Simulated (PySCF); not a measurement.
Isomers of C8H12, mass 108.094 u with the commonest isotopes. Level of theory: PySCF 2.14.0, PBE0-D3(BJ)/def2-SVP geometry optimisation, gas phase. One conformer each, none proved a minimum here; rigid rotors.

**Question.** Order these by rotational constant A, smallest first.
A. `[CH3:1][C:2]#[C:3][CH2:4][CH:5]1[CH2:6][CH2:7][CH2:8]1` with C3–C4–C5–C6 66°, C4–C5–C6–C7 141°, C5–C6–C7–C8 -19°, C6–C7–C8–C5 19°, C4–C5–C8–C7 -142°
B. `[CH2:1]=[C:2]=[CH:3][C@@H:4]([CH:5]=[CH2:6])[CH2:7][CH3:8]` with C2–C3–C4–C5 118°, C3–C4–C5–C6 -118°, C3–C4–C7–C8 63°
C. `[CH2:1]=[CH:2]/[CH:3]=[CH:4]\[C:5](=[CH2:6])[CH2:7][CH3:8]` with C1–C2–C3–C4 180°, C3–C4–C5–C6 173°, C4–C5–C7–C8 -71°

**Answer.** B (2089 MHz), C (3235 MHz), A (5827 MHz).

**Question.** Order these by radius of gyration √(Σ m r²/M), largest first.
A. `[CH2:1]=[C:2]=[CH:3][C@@H:4]([CH:5]=[CH2:6])[CH2:7][CH3:8]` with C2–C3–C4–C5 118°, C3–C4–C5–C6 -118°, C3–C4–C7–C8 63°
B. `[CH3:1][C:2]#[C:3][CH2:4][CH:5]1[CH2:6][CH2:7][CH2:8]1` with C3–C4–C5–C6 66°, C4–C5–C6–C7 141°, C5–C6–C7–C8 -19°, C6–C7–C8–C5 19°, C4–C5–C8–C7 -142°
C. `[CH2:1]=[CH:2]/[CH:3]=[CH:4]\[C:5](=[CH2:6])[CH2:7][CH3:8]` with C1–C2–C3–C4 180°, C3–C4–C5–C6 173°, C4–C5–C7–C8 -71°

**Answer.** B (2.468 Å), A (2.258 Å), C (2.220 Å).

**Question.** Order these by out-of-plane moment Σ m c² = (Ia + Ib − Ic)/2, smallest first.
A. `[CH3:1][C:2]#[C:3][CH2:4][CH:5]1[CH2:6][CH2:7][CH2:8]1` with C3–C4–C5–C6 66°, C4–C5–C6–C7 141°, C5–C6–C7–C8 -19°, C6–C7–C8–C5 19°, C4–C5–C8–C7 -142°
B. `[CH2:1]=[CH:2]/[CH:3]=[CH:4]\[C:5](=[CH2:6])[CH2:7][CH3:8]` with C1–C2–C3–C4 180°, C3–C4–C5–C6 173°, C4–C5–C7–C8 -71°
C. `[CH2:1]=[C:2]=[CH:3][C@@H:4]([CH:5]=[CH2:6])[CH2:7][CH3:8]` with C2–C3–C4–C5 118°, C3–C4–C5–C6 -118°, C3–C4–C7–C8 63°

**Answer.** A (14.34 u·Å²), B (19.01 u·Å²), C (27.27 u·Å²).

| SMILES | point group | Ia (u·Å²) | Ib (u·Å²) | Ic (u·Å²) | κ | μa (D) | μb (D) | μc (D) |
| --- | --- | --- | --- | --- | --- | --- | --- | --- |
| C=C/C=C\C(=C)CC | C1 | 156.23 | 395.35 | 513.57 | -0.74 | 0.07 | 0.34 | 0.04 |
| CC#CCC1CCC1 | C1 | 86.73 | 586.02 | 644.06 | -0.97 | 0.08 | 0.16 | 0.09 |
| C=C=C[C@@H](C=C)CC | C1 | 241.94 | 336.34 | 523.73 | -0.04 | 0.14 | 0.32 | 0.00 |
